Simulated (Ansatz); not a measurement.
# Changing the shape of CaS, singlet

Calculated in Ansatz's Gaussian-basis code. Basis cc-pwCVTZ-X2C on Ca, cc-pVTZ-DK on S, scalar X2C without spin–orbit coupling, 10 orbitals frozen in the corrections; active space CAS(6,4). Restricted Hartree–Fock, then the lowest state-specific CASSCF solution met for each case. Coupled cluster stands on the determinant that it favours, not always the lowest RHF. On stretched bonds single-reference methods can fail or change state. Unlike active orbitals can shift such differences by tenths of an eV, at times by over 1 eV.

Case A: bond length 2.3180 Å.

Case B: bond length 2.6657 Å.

Energy less that of case A, in eV:

| case | RHF/ROHF | CASSCF | CCSD(T) |
| --- | --- | --- | --- |
| B | +0.529 | -0.158 | +0.438 |

Question: What does SC-NEVPT2 give for these differences?

Answer: B: +0.758 eV (17.5 kcal/mol).

Question: Which case is lowest, and do the methods agree?

Answer: A is lowest in SC-NEVPT2. CASSCF puts B lowest.
